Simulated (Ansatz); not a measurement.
`[SH][Ga]([SH])[Br]` and `[SH][Ga]([SH])[SH]` differ in one atom or group.

Ansatz, PBE0-D4/def2-TZVP geometries, multiplicity 1. Each molecule was computed in one conformer, which needn't be the lowest.

Scalar relativity is left out up to krypton.

```csv
property,`[SH][Ga]([SH])[Br]`
HOMO–LUMO gap (B3LYP/def2-TZVPP) / eV,5.92
LUMO energy (PBE0/def2-TZVPP) / eV,-1.41
LUMO energy (ωB97M-V/def2-TZVPP) / eV,0.49
size of the dipole moment (ωB97M-V/def2-TZVPP) / D,0.20
size of the dipole moment (PBE/def2-TZVPP) / D,0.20
HOMO–LUMO gap (PBE/def2-TZVPP) / eV,4.37
```

(1) Give the same properties after the change, and the shifts. (An estimate is asked.)

Results:

(1) The calculation gave: 
| property | `[SH][Ga]([SH])[SH]` | shift |
| --- | --- | --- |
| HOMO–LUMO gap (B3LYP/def2-TZVPP) / eV | 6.16 | 0.24 |
| LUMO energy (PBE0/def2-TZVPP) / eV | -0.96 | 0.45 |
| LUMO energy (ωB97M-V/def2-TZVPP) / eV | 0.92 | 0.43 |
| size of the dipole moment (ωB97M-V/def2-TZVPP) / D | 1.45 | 1.25 |
| size of the dipole moment (PBE/def2-TZVPP) / D | 1.41 | 1.21 |
| HOMO–LUMO gap (PBE/def2-TZVPP) / eV | 4.59 | 0.22 |

With PBE0 the HOMO rises by 0.21 eV and the LUMO rises by 0.45 eV, so the gap widens by about 0.24 eV. PBE moves the HOMO by 0.21 eV and ωB97M-V by 0.20 eV. Dipoles are sizes alone; their direction can turn.

B3LYP here is the variant with VWN-RPA as its local correlation; programs differ in this.

Spin–orbit coupling is left out; it splits and shifts lone-pair levels of the heavy atoms by tenths of an eV.
